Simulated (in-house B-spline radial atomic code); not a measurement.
Configurations of the copper ion Cu⁷⁺, with energies counted from [Ar] (3d3/2)4. All numbers are computed (Dirac-Hartree-Fock, average of each configuration as written; Fermi nucleus of rms radius 3.8823 fm) with a radial B-spline atomic code at the basis-set limit, not measured. Energies include first-order Breit, QED and recoil terms.

Occupations are held fixed; configurations that lie above the ionisation limit could autoionise.

```tsv
configuration	E - E(ref) (eV)	highest orbital	its <r> (bohr)
[Ar] (3d3/2)2 (3d5/2)2	2.4818	3d5/2	0.6977
[Ar] (3d3/2)2 (3d5/2)1 6s1	129.92	6s1/2	4.526
[Ne] 3s2 (3p1/2)2 (3p3/2)3 (3d3/2)3 (3d5/2)1 4s1	130.91	4s1/2	1.581
[Ar] (3d3/2)2 (3d5/2)1 (5g9/2)1	131.32	5g9/2	3.429
[Ar] (3d3/2)2 (3d5/2)1 (6p1/2)1	132.7	6p1/2	4.784
[Ne] 3s2 (3p1/2)1 (3p3/2)4 (3d3/2)1 (3d5/2)3 (5p3/2)1	189.53	5p3/2	3.066
[Ne] 3s2 (3p1/2)2 (3p3/2)3 (3d5/2)4 (7d3/2)1	221.11	7d3/2	7.592
```

Q: Order these further configurations by energy, lowest first.
A. [Ne] 3s2 (3p1/2)2 (3p3/2)3 (3d5/2)4 (5f5/2)1
B. [Ar] (3d3/2)1 (3d5/2)2 (7f5/2)1
C. [Ne] 3s2 (3p1/2)1 (3p3/2)4 (3d3/2)3 (3d5/2)1 (6p3/2)1
D. [Ar] (3d3/2)2 (3d5/2)1 7s1
E. [Ne] 3s2 (3p1/2)1 (3p3/2)4 (3d3/2)3 (3d5/2)1 (6g7/2)1

A: D (141.21 eV), B (148.53 eV), A (205.82 eV), C (211.9 eV), E (221 eV).

Q: How far above the reference does [Ar] (3d3/2)3 (7g7/2)1 lie?

A: 147.15 eV; its least bound orbital is 7g7/2 with <r> = 7.915 bohr.

Q: How far above the reference does [Ar] (3d3/2)1 (3d5/2)3 lie?

A: 2.7976 eV; its least bound orbital is 3d3/2 with <r> = 0.6955 bohr.

Q: How far above the reference does [Ar] (3d3/2)3 (3d5/2)1 lie?

A: 1.5492 eV; its least bound orbital is 3d5/2 with <r> = 0.6983 bohr.
